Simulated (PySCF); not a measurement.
**Dipole moment and polarisability of `CO[C@@H]1C[C@@H]1[SiH2]Cl`**

C4H9ClOSi.
Cartesian coordinates in Å at the GFN2-xTB level; atoms count from 1:
```xyz
16
C4H9ClOSi angstrom
C      2.1466    0.0724    0.6358
O      0.7548   -0.1399    0.7044
C      0.2480   -0.8959   -0.3519
C      0.0106   -0.2361   -1.6730
C     -1.1462   -0.5390   -0.7528
Si    -1.8777    0.8770    0.2515
Cl    -3.8022    1.0768   -0.3440
H      2.6903   -0.8793    0.6377
H      2.4214    0.6332   -0.2640
H      2.4155    0.6456    1.5204
H      0.5720   -1.9359   -0.3443
H      0.1253   -0.8275   -2.5691
H      0.3116    0.7947   -1.7822
H     -1.7930   -1.3552   -1.0485
H     -1.8837    0.5821    1.6791
H     -1.2007    2.1357   -0.0525
```

Level: wB97X-D/def2-SVPD (PySCF), static field, nuclei fixed, core orbitals frozen in the response. The polarisability tensor in these axes (au):

```
x   105.10  -6.38   2.51
y    -6.38  78.24   2.69
z     2.51   2.69  81.12
```

Q: Diagonalise the tensor; give its mean and Δα, where Δα² is half the sum of the squared differences of the eigenvalues.

A: Principal values 75.10, 82.69 and 106.67 au; mean 88.15 au = 13.06 Å³ = 14.53 × 10⁻⁴⁰ C²·m²/J; Δα = 28.55 au (32 % of the mean).

Q: What is the dipole moment, and where does it point?

A: (3.03, -1.07, -0.69) D, 3.28 D in size, pointing from the negative to the positive side. Measured along this direction, the outermost atoms are Cl7 at the negative end and H8 at the positive end.

Q: What would n − 1 = 2πNα be for an ideal gas of these molecules at 400 K and 1 atm, electronic part alone?

A: N = p/kT = 1.8347 × 10¹⁹ cm⁻³, so n − 1 = 2π × N × 13.06 × 10⁻²⁴ cm³ = 1506 × 10⁻⁶ at long wavelengths.

Q: Find the Langevin capture rate constant for H3O+ (19.018 u) meeting this molecule (136.011 u), k = 2.342 × 10⁻⁹ cm³/s × √(α in Å³ / reduced mass in u).

A: The reduced mass is 16.69 u, so k = 2.07 × 10⁻⁹ cm³/s. The formula leaves out the permanent dipole, which adds to the capture rate.

Q: Sum over states: ᾱ = Σ f/ω², ω in Eh. What share falls to these 8 lowest TDDFT singlets (eV, f)? 7.42, 0.0119; 7.84, 0.0223; 7.99, 0.0029; 8.14, 0.0009; 8.16, 0.0178; 8.22, 0.0115; 8.33, 0.0072; 8.45, 0.0433.

A: They add up to 1.32 au, 1.5 % of the 88.15 au; the largest single term is 0.45 au, from the state at 8.45 eV. Terms in order: 0.16, 0.27, 0.03, 0.01, 0.20, 0.13, 0.08, 0.45 au. Higher excitations give the rest. The strengths listed sum to 0.118.

Q: Orientational against electronic polarisability at 298 K (dilute gas, rigid molecules)?

A: In Gaussian units μ²/3kT = 87.30 Å³ against 13.06 Å³, a ratio of 6.68; the Debye molar polarisation (4π/3)N_A(α + μ²/3kT) is 253.2 cm³/mol, leaving out the vibrational part.

Geometry: GFN2-xTB, one conformer, isolated molecule.

The run behind these numbers computed excited states as well. Hardware: one thread of an Arm Neoverse N1 (shared host). Cost: 98 s of wall time (grids of density and orbitals included), 0.95 GiB resident at most.

wB97X-D is run here without its empirical dispersion term; that term would change no orbital, density or response property at a fixed geometry.
